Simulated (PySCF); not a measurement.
Vertical excitations of a molecule C4H7O, multiplicity 2 from TDA-B3LYP/def2-SVPD (PySCF 2.14.0), as energy in eV (oscillator strength): 1.79 (0.000), 4.65 (0.010), 5.25 (0.002), 5.34 (0.000), 5.56 (0.000), 5.93 (0.000), 6.05 (0.197), 6.08 (0.001), 6.38 (0.000), 6.48 (0.007). Geometry optimised at ωB97X-D3(BJ)/def2-SVP. Other conformers were not sampled.

**Question.** Which molecule gave these data?
A) [CH2]CC(C)=O
B) [CH]1CCOC1
C) [CH2]C(=O)CC
D) C[CH]C(C)=O

**Answer.** D, C[CH]C(C)=O
